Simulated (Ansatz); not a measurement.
Computed with Ansatz on PBE0-D4/def2-TZVP structures; ΔE is electronic, products minus reactants. CCSD(T)/CBS is the MP2 limit (def2-TZVPP, def2-QZVPP) plus CCSD(T) − MP2 in def2-TZVPP, frozen cores. Functionals use def2-TZVPP. For Ga outer-core shells are correlated without core-valence functions, which leaves a few kJ/mol of doubt a bond. Scalar relativity is left out up to krypton.

2 `[Cl][GaH2]` → `[Cl+]1[GaH2-][Cl+][GaH2-]1`  (dimerisation)

`[Cl][GaH2]`:

Z-matrix (Å, degrees):
```
Ga
Cl 1 2.149
H 1 1.556 2 115.2
H 1 1.556 2 115.2 3 -180.0
```

`[Cl+]1[GaH2-][Cl+][GaH2-]1`:

```xyz
8

Cl    0.112   -1.088   -1.266
Ga   -1.303    0.727   -0.740
Cl   -0.114    1.086    1.267
Ga    1.303   -0.727    0.740
H    -0.901    1.882   -1.696
H    -2.668    0.111   -0.332
H     2.667   -0.108    0.331
H     0.904   -1.883    1.697
```

Task: Is it downhill or uphill in electronic energy at CCSD(T)/CBS, and by how much? (An estimate is asked.)

Result: The calculation gave: Downhill: ΔE = -28.9 kcal/mol.

Task: What do these levels give: r2SCANh-D4, r2SCAN0-D4, PBE-QIDH, r2SCAN0, HF/def2-SVP, SCS-MP2/def2-QZVPP? (Estimate.)

Result: Ansatz gave: r2SCANh-D4 -30.1, r2SCAN0-D4 -30.1, PBE-QIDH -29.3, r2SCAN0 -29.2, HF/def2-SVP -21.8, SCS-MP2/def2-QZVPP -27.5 kcal/mol.

Largest T1 diagnostic among the species: 0.012.

From BLYP to BHLYP (50 % exact exchange), in def2-TZVPP and without D4, ΔE moves by −4.3 kcal/mol. The D4 term adds −5.7 kcal/mol with B3LYP and −3.0 kcal/mol with PBE0; it sums over pairs of atoms, weighted by their polarisabilities, and B3LYP, whose exchange is more repulsive, gets the larger term. In def2-TZVPP, CCSD(T) changes the Hartree–Fock value by −11.1 kcal/mol (the triples alone add −1.6 kcal/mol) and MP2 by −12.2 kcal/mol.

B3LYP here is the variant with VWN-RPA as its local correlation; programs differ in this.
